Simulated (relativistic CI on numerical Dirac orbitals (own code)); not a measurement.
Sensitivity of the levels of Pr II to α and to the nuclear radius

Calculated at this level of theory: Dirac-Coulomb-Breit CI, separate exchange-only KLI orbitals for each configuration, valence Slater integrals scaled by 0.85, P86 correlation energy added to each configuration, derivatives by finite differences, QED left out (own radial code, finite nucleus).

Configurations in the expansion (outside the closed core [Xe]): 4f3.6s, 4f3.5d, 4f2.5d2, 4f2.6s2, 4f.6s2.5d, 4f.6s.7s2, 4f.6s2.6f, 4f.6s2.7s. The list is cut by size and lacks configurations that can hold low levels.

With x = (α/α₀)² − 1 an excitation energy changes as ω = ω₀ + qx; K = 2q/ω₀ is the relative enhancement. Terms are leading LS components, so labels can repeat. The field-shift factor is F = δν/δ⟨r²⟩ for the transition from the lowest level.

Lowest level 4f2.5d2 5L_6.

| Level | ω₀ (cm⁻¹) | q (cm⁻¹) | K | F (GHz/fm²) |
| --- | --- | --- | --- | --- |
| 4f2.5d2 5L_7 | 1239.5 | 1113 | 1.8 | 0.0853 |
| 4f2.5d2 5I_4 | 2092.3 | 626.6 | 0.599 | -0.0129 |
| 4f2.5d2 5L_8 | 2606.9 | 2318 | 1.78 | 0.173 |
| 4f2.5d2 5I_5 | 3013.9 | 1466 | 0.973 | 0.0471 |
| 4f2.5d2 5K_5 | 3241.7 | 810.7 | 0.5 | -0.138 |
| 4f2.5d2 5K_6 | 3680.9 | 1168 | 0.635 | -0.0157 |
| 4f2.5d2 5L_9 | 4103.9 | 3639 | 1.77 | 0.263 |
| 4f2.5d2 5I_6 | 4141.6 | 2200 | 1.06 | 0.0867 |
| 4f2.5d2 5I_7 | 4774.1 | 2387 | 1 | 0.078 |
| 4f2.5d2 5K_6 | 5119.1 | 2204 | 0.861 | 0.0106 |
| 4f2.5d2 5H_3 | 5421.0 | 1307 | 0.482 | -0.119 |
| 4f2.5d2 5I_7 | 5498.3 | 3168 | 1.15 | 0.121 |
| 4f2.5d2 5L_10 | 5711.9 | 5024 | 1.76 | 0.355 |

Correlation outside the listed configurations is missing or only estimated: errors of thousands of cm⁻¹ between configurations and terms are usual at this charge. Rates and lifetimes follow the computed energies and can be off by large factors. The fine structure of a lone outer electron comes out too small, for d and f at times inverted, and misplaced configurations move strength between like terms. The computed lowest level isn't the tabulated ground level, which NIST ASD gives as 4f3 (4I*<9/2>) 6s<1/2> (9/2,1/2)°4.
